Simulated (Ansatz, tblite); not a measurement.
Cost and result up the ladder for GeEtH3 (C2H8Ge) (11 atoms). The state is a singlet with charge 0. Geometry: B3LYP-D4/def2-SVP.

```xyz
11

Ge   -0.207    0.176   -1.501
C     0.692    0.076    0.254
C    -0.260   -0.239    1.413
H     1.206    1.038    0.420
H     1.483   -0.689    0.178
H     0.277   -0.293    2.375
H    -1.041    0.532    1.516
H    -0.771   -1.205    1.268
H    -1.339    1.229   -1.455
H    -0.833   -1.193   -1.855
H     0.792    0.568   -2.613
```

Ansatz on 4 threads of Intel Xeon on a shared host; xTB runs through tblite on one thread. Times are rough, summed over both states, and most runs start from the orbitals of an earlier one. PBE0-D4/def2-TZVP serves as the yardstick here, not as an exact answer. The other state is a doublet.

The xTB rows come from tblite.

Raw xTB energies of ions are shifted by several eV.

```csv
level,functions,vertical IE (eV),difference from PBE0-D4/def2-TZVP (eV)
PBE-D4/def2-TZVP,158,10.17,-0.19
PBE0-D4/def2-TZVP,158,10.36,0.00
GFN2-xTB,25,14.08,3.72
GFN1-xTB,33,15.00,4.63
r2SCAN-D4/def2-TZVP,158,10.23,-0.14
```

Estimate how long each takes.

GFN2-xTB 0.02 s; GFN1-xTB 0.034 s; PBE-D4/def2-TZVP 6.7 s; PBE0-D4/def2-TZVP 8.9 s; r2SCAN-D4/def2-TZVP 10 s. On shared hardware such times vary by a factor of up to 3.
